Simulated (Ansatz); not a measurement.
```yaml
crystal:
  periodic: [false, false, false]
  atoms:
    - {symbol: C, position_ang: [0.017482, -1.747728, -2.165396]}
    - {symbol: O, position_ang: [0.876528, -1.126619, 0.285203]}
    - {symbol: B, position_ang: [0.209720, 0.950727, 1.563203]}
    - {symbol: O, position_ang: [1.165143, 1.324484, 3.898333]}
    - {symbol: Br, position_ang: [-2.111293, 3.447654, 0.124288]}
    - {symbol: H, position_ang: [0.555449, -0.294912, -3.529030]}
    - {symbol: H, position_ang: [-2.034548, -1.966652, -2.196629]}
    - {symbol: H, position_ang: [0.902298, -3.532297, -2.684109]}
    - {symbol: H, position_ang: [0.586463, 2.858036, 4.671820]}
basis:
  gaussian: {orbitals: def2-mTZVP}
hamiltonian: {xc: {name: B2GP-PLYP}}
output: {forces: true}
```

```sh
$ ansatz run in.yaml --threads 4 --pin off --events-out ev --progress --plain --max-ram 10444MiB
```

Output, abridged:

```
Functional definition: B2GP-PLYP
1233 factors; integrals over basis functions are off by at most 2.4e-4 eV
mean field evaluation 1: about -75805.2350 eV, gradient 1.1e2 eV
mean field evaluation 2: about -75805.2439 eV, gradient 1.1e2 eV
mean field evaluation 4: about -75717.8016 eV, gradient 1.1e2 eV
mean field evaluation 8: about -75848.9064 eV, gradient 1.3e1 eV
mean field evaluation 16: about -75854.5958 eV, gradient 5.0e-1 eV
mean field evaluation 32: about -75854.5824 eV, gradient 1.1e0 eV
mean field evaluation 64: about -75854.5318 eV, gradient 1.2e0 eV
mean field -75854.60515671 eV, -2787.6053234110 hartree, gradient 6.4e-6 eV, S^2 0.000000; 6 other end points of the search recorded, 0 dependent functions left out; unrestricted orbitals would lower it
13 core orbitals not correlated: weight in the atoms' cores, before any rotation towards them, 1.000 or more for the frozen orbitals, at most 0.000 for the correlated occupied ones
reference -75854.60534837 eV, -2787.6053304543 hartree; 20, 20 occupied and 101, 101 virtual orbitals, 1233 factors
second order -35.83840344 eV of doubles, -0.00000000 eV of singles
Total energy: -75867.50717361 eV, -2788.0794637866 hartree
Atom 0 at     0.017482    -1.747728    -2.165396 Å, force    -0.296782    -0.087962    -0.691401 eV/Å
Atom 1 at     0.876528    -1.126619     0.285203 Å, force    -1.157087     1.407700    -0.512195 eV/Å
Atom 2 at     0.209720     0.950727     1.563203 Å, force     0.441665    -1.307047    -0.760553 eV/Å
Atom 3 at     1.165143     1.324484     3.898333 Å, force    -1.382997     2.816670     0.793789 eV/Å
Atom 4 at    -2.111293     3.447654     0.124288 Å, force     0.364866    -0.309317     0.329931 eV/Å
Atom 5 at     0.555449    -0.294912    -3.529030 Å, force    -0.837064    -2.286258     2.004370 eV/Å
Atom 6 at    -2.034548    -1.966652    -2.196629 Å, force     3.138257     0.282107    -0.041009 eV/Å
Atom 7 at     0.902298    -3.532297    -2.684109 Å, force    -1.351629     2.722617     0.787073 eV/Å
Atom 8 at     0.586463     2.858036     4.671820 Å, force     1.080770    -3.238510    -1.910004 eV/Å
Dipole moment:    -0.017610     0.674968     0.804768 e Å
```

In this input the coordinates are in bohr but typed as ångström. Self-consistency was reached. The result belongs to that input, not to the molecule as meant.
